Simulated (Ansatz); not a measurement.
Pd3S2, 5 atoms. Hardware: 4 threads of Arm Neoverse V2 on a shared host.

In the def2 sets Pd takes a core potential; there is no spin–orbit coupling. Correlated methods freeze 10 core orbitals; core or outer-core shells of Pd are correlated, in sets that lack core-valence functions.

Problem. How many basis functions does each of these Ansatz runs have, and roughly what does it cost? CCSD(T)/def2-SVP, charge 0 singlet, energy, from earlier orbitals; PBE-QIDH/def2-TZVP, charge 0 singlet, energy, from earlier orbitals; MP2/def2-TZVP, charge 0 singlet, energy, from earlier orbitals; revPBE-D4/def2-TZVP, charge 0 singlet, energy, from earlier orbitals; B3LYP-D4/def2-TZVP, charge 0 singlet, energy, from earlier orbitals; PBE-D4/def2-SVP, charge 0 singlet, energy, from earlier orbitals; PBE0-D4/def2-SVP, charge 0 singlet, energy, from earlier orbitals; PBE-D4/def2-TZVP, charge 0 singlet, energy and forces, from earlier orbitals; r2SCAN-D4/def2-TZVP, charge 0 singlet, energy, from earlier orbitals; PBE-D4/def2-SVP, charge 0 singlet, relaxation, 10 steps; PBE0-D4/def2-TZVP, charge 0 singlet, energy, from earlier orbitals.

Solution. Other jobs shared the machine, so times can vary by a factor of up to 3. A dash marks memory too small to be measured apart from the calling script's.

| run | functions | fitting or Cholesky vectors | wall time | peak host memory (GiB) |
| --- | --- | --- | --- | --- |
| PBE-D4/def2-SVP, charge 0 singlet, energy, from earlier orbitals | 129 | 1262 | 2.5 s | – |
| revPBE-D4/def2-TZVP, charge 0 singlet, energy, from earlier orbitals | 194 | 1599 | 3.4 s | – |
| PBE0-D4/def2-SVP, charge 0 singlet, energy, from earlier orbitals | 129 | 1312 | 4.1 s | – |
| PBE-D4/def2-TZVP, charge 0 singlet, energy and forces, from earlier orbitals | 194 | 1599 | 4.2 s | – |
| B3LYP-D4/def2-TZVP, charge 0 singlet, energy, from earlier orbitals | 194 | 1619 | 6.5 s | 0.69 |
| PBE0-D4/def2-TZVP, charge 0 singlet, energy, from earlier orbitals | 194 | 1757 | 8 s | 0.73 |
| r2SCAN-D4/def2-TZVP, charge 0 singlet, energy, from earlier orbitals | 194 | 1599 | 11 s | – |
| PBE-QIDH/def2-TZVP, charge 0 singlet, energy, from earlier orbitals | 194 | 1596 | 16 s | 0.63 |
| PBE-D4/def2-SVP, charge 0 singlet, relaxation, 10 steps | 129 | 1262 | 19 s | – |
| MP2/def2-TZVP, charge 0 singlet, energy, from earlier orbitals | 194 | 1596 | 26 s | 0.95 |
| CCSD(T)/def2-SVP, charge 0 singlet, energy, from earlier orbitals | 129 | 1312 | 2.4 min | 1.2 |
